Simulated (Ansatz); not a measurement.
Conformers of C2H9NSi (SMILES CCN[SiH3]), B3LYP-D3(BJ)/def2-TZVP minima from an xTB search, which can miss the lowest.
Conformer 1 (charge 0, multiplicity 1, Z-matrix in Å and degrees):
```
N
H 1 1.0092
C 1 1.4577 2 113.24
H 3 1.0939 1 107.80 2 175.44
H 3 1.0986 4 106.25 1 -119.97
C 3 1.5227 4 109.38 5 -118.05
H 6 1.0909 3 110.61 4 -60.47
H 6 1.0920 7 108.77 3 -122.06
H 6 1.0932 7 108.00 8 -116.64
Si 1 1.7186 2 118.14 3 -156.95
H 10 1.4813 1 107.40 2 -31.15
H 10 1.4833 11 110.86 1 118.72
H 10 1.4908 11 108.02 12 116.44
```
Conformer 2 (charge 0, multiplicity 1, Z-matrix in Å and degrees):
```
N
H 1 1.0087
C 1 1.4578 2 113.46
H 3 1.0938 1 107.80 2 -171.79
H 3 1.0948 4 105.99 1 -116.96
C 3 1.5270 4 109.56 5 -118.19
H 6 1.0916 3 110.86 4 -61.57
H 6 1.0926 7 107.88 3 121.34
H 6 1.0928 7 108.36 8 116.60
Si 1 1.7187 2 118.04 3 157.74
H 10 1.4812 1 107.31 2 29.81
H 10 1.4835 11 110.89 1 -118.77
H 10 1.4906 11 107.91 12 -116.20
```

Frozen-core correlation. MP2 and its Hartree–Fock in cc-pV(Q+d)Z are density fitted.

Codes used: Ansatz (Gaussian orbitals). 

The energy of conformer 2 above conformer 1 is E(conformer 2) − E(conformer 1). Total energies (hartree):

| level | conformer 2 | conformer 1 |
|---|---|---|
| HF/cc-pV(T+d)Z | -424.4378912 | -424.4384878 |
| MP2/cc-pV(T+d)Z | -425.1366055 | -425.1369422 |
| HF/cc-pV(Q+d)Z | -424.4511719 | -424.4517539 |
| MP2/cc-pV(Q+d)Z | -425.1957063 | -425.1960216 |
| MP2/cc-pV(D+d)Z | -424.9478978 | -424.9481047 |
| CCSD(T)/cc-pV(D+d)Z | -425.0261905 | -425.0263505 |

Question: Work out the energy of conformer 2 above conformer 1 at the basis-set limit: extrapolate the MP2 correlation part as X⁻³, take Hartree–Fock from the larger set, and add the CCSD(T) − MP2 difference of cc-pV(D+d)Z.

Answer: 
1. Differences (1 hartree = 627.509 kcal/mol): HF/cc-pV(T+d)Z 0.374; MP2/cc-pV(T+d)Z 0.211; HF/cc-pV(Q+d)Z 0.365; MP2/cc-pV(Q+d)Z 0.198; MP2/cc-pV(D+d)Z 0.130; CCSD(T)/cc-pV(D+d)Z 0.100.
2. Correlation parts, MP2 less HF: -0.163 in cc-pV(T+d)Z (X = 3), -0.167 in cc-pV(Q+d)Z (X = 4).
3. Limit (4³·(-0.167) − 3³·(-0.163))/(4³ − 3³) = -0.170; with HF/cc-pV(Q+d)Z it gives 0.195.
4. CCSD(T) less MP2 in cc-pV(D+d)Z: -0.029.
Result: 0.17 kcal/mol, against 0.21 at MP2/cc-pV(T+d)Z. It is an estimate of this method's limit, not of the exact value.

Ansatz is a quantum-chemistry and plane-wave program.
